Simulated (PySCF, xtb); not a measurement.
Se(F)(SeH) (FHSe2), SMILES F[Se][SeH].

Geometry optimised at B3LYP-D3(BJ)/def2-TZVP. One conformer was computed; it need not be the lowest.

These are C-PCM-B3LYP/def2-SVP run with PySCF values and carry that method's errors.

The values are the electrostatic part of the solvation free energy, E(continuum) − E(gas) at the gas-phase geometry, in a cavity of scaled van der Waals radii (PySCF's table); cavitation and dispersion terms are not included. In vacuum the orbital gap is 4.89 eV. The dipole moment in vacuum is 2.17 D.

Q: Estimate the values in water (ε = 78.36), ethylethanoate (ε = 5.99), 2-propanol (ε = 19.26). (An estimate is asked for; the answer gives what the named calculation found.)

A: 
```tsv
solvent	ε	ΔG(elec) (kcal/mol)	dipole (D)	gap (eV)
water	78.36	-3.5	2.87	4.90
ethylethanoate	5.99	-2.9	2.73	4.90
2-propanol	19.26	-3.4	2.83	4.90
```

For comparison, GFN2-xTB/ALPB(water) (xtb, at the GFN2-xTB geometry, all terms of that model) gives -2.1 kcal/mol.
